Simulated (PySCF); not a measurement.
Two structures, one formula

The two ends of one reaction step of SnH₅BrO, closed shell (PBE0-D4/def2-TZVP).

A:

Sn1  (-0.729, 0.809, -0.453)
O2  (-0.219, -0.676, 0.788)
H3  (-0.842, 0.009, -1.940)
H4  (-2.215, 1.396, 0.138)
H5  (0.508, 1.973, -0.369)
H6  (1.169, -1.338, 0.351)
Br7  (2.468, -1.800, -0.203)
H8  (-0.207, -0.438, 1.719)
(Å)

B:

Sn1  (0.143, 1.052, -0.808)
O2  (-0.978, -1.393, 0.774)
H3  (-0.871, 0.129, -1.802)
H4  (-0.551, 1.632, 0.627)
H5  (0.884, 2.323, -1.677)
H6  (-0.073, -1.723, 0.739)
Br7  (2.092, -0.390, -0.168)
H8  (-1.164, -1.272, 1.708)
(Å)

Computed with PySCF 2.14 with density fitting (its default auxiliary sets; JK sets also for MP2 and CCSD(T)) (basis: def2-TZVPP); correlated methods freeze the cores. Filled d shells of the heavier atoms are correlated. Core potentials replace the inner electrons of the atoms past krypton. The def2 sets are not built for correlating such inner shells, so the correlated values are less sure here. B3LYP uses VWN-RPA correlation.

(1) Which structure is lower at CCSD(T), and by how much? (An estimate is asked for; the value comes from the calculation.)

T1 diagnostic: at most 0.011.

Results:

(1) The calculation gives: B, by 80.5 kJ/mol (electronic energy, against the other). By their contacts, A is a complex of SnH₄O ([OH][SnH3]) + HBr and B is a complex of SnH₃Br ([Br][SnH3]) + H₂O.

All methods give the same order:

| method | E(B) − E(A) (kJ/mol) |
| --- | --- |
| SPW92 | -64.0 |
| PBE-D4 | -74.4 |
| r2SCAN-D4 | -77.7 |
| PBE0-D4 | -84.1 |
| B3LYP-D4 | -78.7 |
| BHLYP-D4 | -90.0 |
| wB97M-V | -86.9 |
| HF | -104.1 |
| MP2 | -79.5 |
| CCSD | -84.6 |
| CCSD(T) | -80.5 |

Labels in which every atom is bracketed show which atoms are joined, not bond orders.

For scale, one of the runs: CCSD(T)/def2-TZVPP, 199 basis functions, launched by `OMP_NUM_THREADS=4 python run.py`. Time: 24 min of wall clock on 4 CPU threads of an Intel Xeon; the host was shared. Peak host memory: 3.8 GiB.
